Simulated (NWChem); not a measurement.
System: CH6N2Ti; SMILES [CH3][Ti](=[NH])[NH2]

Here is an NWChem input.

```
start job
memory heap 200 mb stack 900 mb global 1100 mb
geometry units angstroms
  Ti     0.350255    -0.011945    -0.206619
  N     -0.591900    -1.259006    -0.886039
  H     -1.384185    -1.880089    -0.689390
  N      0.518778    -0.332969     1.649903
  H      0.076906    -1.178553     2.030210
  H      0.268020     0.448334     2.265955
  C     -0.925993     1.636311    -0.297505
  H     -1.820665     1.387293     0.305684
  H     -1.267577     1.884588    -1.309679
  H     -0.455770     2.529910     0.139683
end
basis spherical
  * library def2-svp
end
dft
  xc pbe0
  iterations 150
end
driver
  maxiter 120
end
task dft optimize
```

Excerpt of the output:

```
             Northwest Computational Chemistry Package (NWChem) 7.3.0
             --------------------------------------------------------

 C1  symmetry detected

                             Geometry "geometry" -> ""
                             -------------------------

 Output coordinates in angstroms (scale by  1.889725989 to convert to a.u.)

  No.       Tag          Charge          X              Y              Z
 ---- ---------------- ---------- -------------- -------------- --------------
    1 Ti                  22.0000    -0.13198828     0.08241212     0.45436685
    2 N                    7.0000    -1.62325508     0.18957024    -0.36359963
    3 H                    1.0000    -2.03600603     0.39018340    -1.28094442
    4 N                    7.0000     1.03437549     1.39251405    -0.25370013
    5 H                    1.0000     0.66986590     2.00796328    -0.99075616
    6 H                    1.0000     1.95420972     1.05702409    -0.56059668
    7 C                    6.0000     0.66273841    -1.70904118    -0.26181863
    8 H                    1.0000     0.77331948    -1.59933818    -1.35818627
    9 H                    1.0000     0.03004054    -2.58598982    -0.07886566
   10 H                    1.0000     1.65803920    -1.90325240     0.16528853

 Effective nuclear repulsion energy (a.u.)     209.3356529054

                                Z-matrix (autoz)
                                --------

 Units are Angstrom for bonds and degrees for angles

      Type          Name      I     J     K     L     M      Value
      ----------- --------  ----- ----- ----- ----- ----- ----------
    1 Stretch                  1     2                       1.70424
    2 Stretch                  1     4                       1.89159
    3 Stretch                  1     7                       2.08658
    4 Stretch                  2     3                       1.02573
    5 Stretch                  4     5                       1.02708
    6 Stretch                  4     6                       1.02608
    7 Stretch                  7     8                       1.10738
    8 Stretch                  7     9                       1.09673
    9 Stretch                  7    10                       1.10035
   10 Bend                     1     2     3               142.52795
   11 Bend                     1     4     5               117.69767
   12 Bend                     1     4     6               115.99325
   13 Bend                     1     7     8               107.02575
   14 Bend                     1     7     9               114.17497
   15 Bend                     1     7    10               111.27359
   16 Bend                     2     1     4               108.44177
   17 Bend                     2     1     7               102.85733
   18 Bend                     4     1     7               103.37371
   19 Bend                     5     4     6               107.42376
   20 Bend                     8     7     9               107.57652
   21 Bend                     8     7    10               108.14709
   22 Bend                     9     7    10               108.41756
   23 Torsion                  2     1     4     5           1.39845
   24 Torsion                  2     1     4     6        -127.81500
   25 Torsion                  2     1     7     8          60.48898
   26 Torsion                  2     1     7     9         -58.43456
   27 Torsion                  2     1     7    10         178.44416
   28 Torsion                  3     2     1     4          34.92864
   29 Torsion                  3     2     1     7         -74.11001
   30 Torsion                  4     1     7     8         -52.32783
   31 Torsion                  4     1     7     9        -171.25137
   32 Torsion                  4     1     7    10          65.62735
   33 Torsion                  5     4     1     7         110.08495
   34 Torsion                  6     4     1     7         -19.12850

                           NWChem Geometry Optimization
                           ----------------------------

 maximum gradient threshold         (gmax) =   0.000450
 rms gradient threshold             (grms) =   0.000300
 maximum cartesian step threshold   (xmax) =   0.001800
 rms cartesian step threshold       (xrms) =   0.001200
 fixed trust radius                (trust) =   0.300000
 source of zmatrix                         =   autoz

          -------------------
          Energy Minimization
          -------------------

 Using diagonal initial Hessian
 Scaling for Hessian diagonals: bonds = 1.00  angles = 0.25  torsions = 0.10

          --------
          Step   0

                                 NWChem DFT Module
                                 -----------------

 Summary of "ao basis" -> "ao basis" (spherical)
 ------------------------------------------------------------------------------
       Tag                 Description            Shells   Functions and Types
 ---------------- ------------------------------  ------  ---------------------
 Ti                         def2-svp                11       31   5s3p2d1f
 N                          def2-svp                 6       14   3s2p1d
 H                          def2-svp                 3        5   2s1p
 C                          def2-svp                 6       14   3s2p1d

            General Information
            -------------------
          SCF calculation type: DFT
          Wavefunction type:  closed shell.
          No. of atoms     :    10
          No. of electrons :    48
           Alpha electrons :    24
            Beta electrons :    24
          Charge           :     0
          Spin multiplicity:     1
          Use of symmetry is: off; symmetry adaption is: off
          Maximum number of iterations: 150
          AO basis - number of functions:   103
                     number of shells:    47
          Convergence on energy requested:  1.00D-06
          Convergence on density requested:  1.00D-05
          Convergence on gradient requested:  5.00D-04

              XC Information
              --------------
                         PBE0 Method XC Functional
                     Hartree-Fock (Exact) Exchange  0.250
          PerdewBurkeErnzerhof Exchange Functional  0.750
            Perdew 1991 LDA Correlation Functional  1.000 local
           PerdewBurkeErnz. Correlation Functional  1.000 non-local

[...]

      ----------------------
      Optimization converged
      ----------------------

  Step       Energy      Delta E   Gmax     Grms     Xrms     Xmax
  ---- ---------------- -------- -------- -------- -------- --------
@   25   -1000.08640356 -7.0D-07  0.00010  0.00003  0.00070  0.00141
                                     ok       ok       ok       ok

                                Z-matrix (autoz)
                                --------

 Units are Angstrom for bonds and degrees for angles

      Type          Name      I     J     K     L     M      Value     Gradient
      ----------- --------  ----- ----- ----- ----- ----- ---------- ----------
    1 Stretch                  1     2                       1.65462    0.00004
    2 Stretch                  1     4                       1.88791   -0.00010
    3 Stretch                  1     7                       2.11655   -0.00003
    4 Stretch                  2     3                       1.01816   -0.00004
    5 Stretch                  4     5                       1.01613    0.00002
    6 Stretch                  4     6                       1.02056    0.00003
    7 Stretch                  7     8                       1.10468    0.00001
    8 Stretch                  7     9                       1.10444    0.00003
    9 Stretch                  7    10                       1.10704   -0.00000
   10 Bend                     1     2     3               172.50243   -0.00001
   11 Bend                     1     4     5               127.90685    0.00001
   12 Bend                     1     4     6               122.04784    0.00004
   13 Bend                     1     7     8               109.03181    0.00000
   14 Bend                     1     7     9               112.97001   -0.00000
   15 Bend                     1     7    10               112.22334    0.00001
   16 Bend                     2     1     4               111.36369    0.00002
   17 Bend                     2     1     7               111.71774    0.00002
   18 Bend                     4     1     7               117.70895   -0.00005
   19 Bend                     5     4     6               108.44899   -0.00004
   20 Bend                     8     7     9               106.55999   -0.00002
   21 Bend                     8     7    10               107.51272    0.00001
   22 Bend                     9     7    10               108.25249   -0.00000
   23 Torsion                  2     1     4     5           4.13768    0.00001
   24 Torsion                  2     1     4     6        -159.73972   -0.00002
   25 Torsion                  2     1     7     8          60.53769   -0.00002
   26 Torsion                  2     1     7     9         -57.73535    0.00000
   27 Torsion                  2     1     7    10         179.53677    0.00000
   28 Torsion                  3     2     1     4          51.72696   -0.00004
   29 Torsion                  3     2     1     7         -82.16018   -0.00001
   30 Torsion                  4     1     7     8         -70.16306   -0.00002
   31 Torsion                  4     1     7     9         171.56391    0.00000
   32 Torsion                  4     1     7    10          48.83603   -0.00000
   33 Torsion                  5     4     1     7         135.00044    0.00001
   34 Torsion                  6     4     1     7         -28.87697   -0.00002

                         Geometry "geometry" -> "geometry"
                         ---------------------------------

 Output coordinates in angstroms (scale by  1.889725989 to convert to a.u.)

  No.       Tag          Charge          X              Y              Z
 ---- ---------------- ---------- -------------- -------------- --------------
    1 Ti                  22.0000    -0.06590524     0.05278931     0.06375762
    2 N                    7.0000    -1.57931502     0.25202910    -0.57471630
    3 H                    1.0000    -2.44918747     0.39700941    -1.08359608
    4 N                    7.0000     1.05658376     1.51047131    -0.35977178
    5 H                    1.0000     0.81154329     2.36440114    -0.85301204
    6 H                    1.0000     2.07398844     1.43878078    -0.32398469
    7 C                    6.0000     0.68015199    -1.89723293    -0.28351217
    8 H                    1.0000     0.74082717    -2.07103409    -1.37274437
    9 H                    1.0000     0.02651127    -2.68796137     0.12549855
   10 H                    1.0000     1.69614114    -2.03720704     0.13326909

 Effective nuclear repulsion energy (a.u.)     207.5485635784

                Final and change from initial internal coordinates
                --------------------------------------------------

                                Z-matrix (autoz)
                                --------

 Units are Angstrom for bonds and degrees for angles

      Type          Name      I     J     K     L     M      Value       Change
      ----------- --------  ----- ----- ----- ----- ----- ---------- ----------
    1 Stretch                  1     2                       1.65462   -0.04962
    2 Stretch                  1     4                       1.88791   -0.00369
    3 Stretch                  1     7                       2.11655    0.02997
    4 Stretch                  2     3                       1.01816   -0.00757
    5 Stretch                  4     5                       1.01613   -0.01095
    6 Stretch                  4     6                       1.02056   -0.00552
    7 Stretch                  7     8                       1.10468   -0.00270
    8 Stretch                  7     9                       1.10444    0.00771
    9 Stretch                  7    10                       1.10704    0.00669
   10 Bend                     1     2     3               172.50243   29.97448
   11 Bend                     1     4     5               127.90685   10.20917
   12 Bend                     1     4     6               122.04784    6.05459
   13 Bend                     1     7     8               109.03181    2.00606
   14 Bend                     1     7     9               112.97001   -1.20496
   15 Bend                     1     7    10               112.22334    0.94976
   16 Bend                     2     1     4               111.36369    2.92192
   17 Bend                     2     1     7               111.71774    8.86041
   18 Bend                     4     1     7               117.70895   14.33524
   19 Bend                     5     4     6               108.44899    1.02524
   20 Bend                     8     7     9               106.55999   -1.01653
   21 Bend                     8     7    10               107.51272   -0.63436
   22 Bend                     9     7    10               108.25249   -0.16507
   23 Torsion                  2     1     4     5           4.13768    2.73923
   24 Torsion                  2     1     4     6        -159.73972  -31.92473
   25 Torsion                  2     1     7     8          60.53769    0.04871
   26 Torsion                  2     1     7     9         -57.73535    0.69921
   27 Torsion                  2     1     7    10         179.53677    1.09261
   28 Torsion                  3     2     1     4          51.72696   16.79832
   29 Torsion                  3     2     1     7         -82.16018   -8.05017
   30 Torsion                  4     1     7     8         -70.16306  -17.83522
   31 Torsion                  4     1     7     9         171.56391  -17.18472
   32 Torsion                  4     1     7    10          48.83603  -16.79132
   33 Torsion                  5     4     1     7         135.00044   24.91549
   34 Torsion                  6     4     1     7         -28.87697   -9.74847

 ==============================================================================
                                internuclear distances
 ------------------------------------------------------------------------------
       center one      |      center two      | atomic units |  angstroms
 ------------------------------------------------------------------------------
    2 N                |   1 Ti               |     3.12677  |     1.65462
    3 H                |   2 N                |     1.92405  |     1.01816
    4 N                |   1 Ti               |     3.56763  |     1.88791
    5 H                |   4 N                |     1.92021  |     1.01613
    6 H                |   4 N                |     1.92857  |     1.02056
    7 C                |   1 Ti               |     3.99970  |     2.11655
    8 H                |   7 C                |     2.08754  |     1.10468
    9 H                |   7 C                |     2.08709  |     1.10444
   10 H                |   7 C                |     2.09200  |     1.10704
 ------------------------------------------------------------------------------
                         number of included internuclear distances:          9
 ==============================================================================
```

Level: PBE0/def2-SVP. Not confirmed as a minimum by frequencies.
